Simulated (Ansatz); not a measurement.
Saddle search on BH4Br, singlet by partitioned rational-function steps on PBE0-D4/def2-TZVP gradients (Ansatz 0.2.0), from this start:

```xyz
6
angstrom
B -0.3825 -1.7005 0.0288
Br 0.5380 4.0214 -0.3220
H -0.7597 -2.1103 1.0986
H -0.6032 -2.3339 -0.9740
H 0.9886 2.7801 0.2028
H 0.2191 -0.6569 -0.0340
```

```csv
step,energy less the last (meV),largest force (eV/Å),curvature followed (eV/Å²)
1,0.4,0.270,-1.19
2,0.7,0.353,-1.37
3,-5.0,0.096,-1.31
4,-3.3,0.220,-1.42
5,-4.6,0.112,-1.70
6,-5.2,0.065,-2.33
7,-5.3,0.024,-2.15
8,-5.2,0.021,-0.13
9,-5.1,0.045,-0.69
10,-5.1,0.013,-0.43
11,-4.9,0.023,-0.27
12,-4.7,0.030,-0.14
13,-4.3,0.050,-0.05
14,-2.7,0.020,-0.01
15,-0.8,0.099,-0.03
16,0.1,0.143,0.01
17,1.8,0.201,-0.13
18,0.2,0.066,-0.10
19,0.6,0.155,-0.19
20,0.1,0.066,-2.87
21,0.0,0.024,-2.66
22,0.0,0.008,-2.61
```

The search ended at:

```
atom    x (Å)    y (Å)    z (Å)
  B1  -0.4342  -1.8864   0.0269
 Br2   0.6951   4.4070  -0.3224
  H3  -0.7354  -2.2982   1.1056
  H4  -0.5957  -2.5673  -0.9397
  H5   1.0394   3.1376   0.2151
  H6   0.0311  -0.7927  -0.0854
```
